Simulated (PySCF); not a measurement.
# NMR problem set

One averaged value for each set of equivalent atoms, no relativistic terms, isolated molecule, one conformer. PBE0/pcSseg-1 with gauge-including orbitals; coordinates at the GFN2-xTB level; PySCF 2.14.0 with density-fitted response routines.

δ = σ(ref) − σ, references computed at the same level: 1H and 13C against TMS. Splittings of carbon signals by F and P are missing where no couplings were computed. Where no couplings were computed, multiplicities follow the n + 1 count of equivalent neighbours, and m marks all less simple cases (inequivalent or close neighbours, rings, F or P nearby). Shifts are as computed. Against solution values, carbons near 30 ppm lie about +3 ppm off and those near 130 ppm about +5 ppm. Of 1211 compounds with measured shifts, 218 miss one by over three times the rms of a fit or turn the order of signals round; such compounds aren't used in these exercises.

**Question.** C$_{4}$H$_{9}$PSi$_{2}$. 1H NMR (500 MHz, computed): δ 7.47 (m, 1H), 4.56 (m, 2H), 4.30 (s, 3H), 3.80 (s, 1H), 1.45 (m, 2H). 13C{1H} NMR (computed): δ 166.7 (CH), 145.7 (C), 104.6 (CH), 87.5 (C). What is it?

**Answer.** SMILES C#C/C([SiH3])=C\[SiH2]P. 4 carbon signals for 4 carbons: no two carbons are equivalent. Carbon types of the structure: 2 × C, 2 × CH, leaving 7 H on heteroatoms. δC 166.7: alkene CH. δC 145.7: fully substituted alkene carbon; the olefinic region. δC 104.6: terminal alkyne carbon; sp carbons lie upfield of alkene carbons because the cylindrical π system leaves one tensor component strongly shielded. δC 87.5: alkyne carbon; the triple bond shields along its axis, which puts it between sp3 and sp2 carbons.

The data come from this structure; uniqueness wasn't tested.

**Question.** C$_{4}$H$_{9}$PSi$_{2}$. 1H NMR (400 MHz, computed): δ 6.60 (br s, 1H), 6.29 (br s, 1H), 4.39 (m, 2H), 4.03 (m, 2H), 3.05 (s, 1H), 1.05 (m, 2H). 13C{1H} NMR (computed): δ 149.9 (CH2), 132.2 (C), 92.5 (CH), 88.8 (C). Identify the compound.

**Answer.** `C(C#C)(=C)[SiH2][SiH2]P`. 4 carbon signals for 4 carbons: no two carbons are equivalent. Carbon types of the structure: 2 × C, 1 × CH, 1 × CH2, leaving 6 H on heteroatoms. δC 149.9: terminal =CH2 carbon; an sp2 carbon of a C=C bond. δC 132.2: fully substituted alkene carbon; as expected for a trigonal carbon in a double bond. δC 92.5: terminal alkyne carbon; the triple bond shields along its axis, which puts it between sp3 and sp2 carbons. δC 88.8: alkyne carbon; the triple bond shields along its axis, which puts it between sp3 and sp2 carbons.

The data come from this structure; uniqueness wasn't tested.
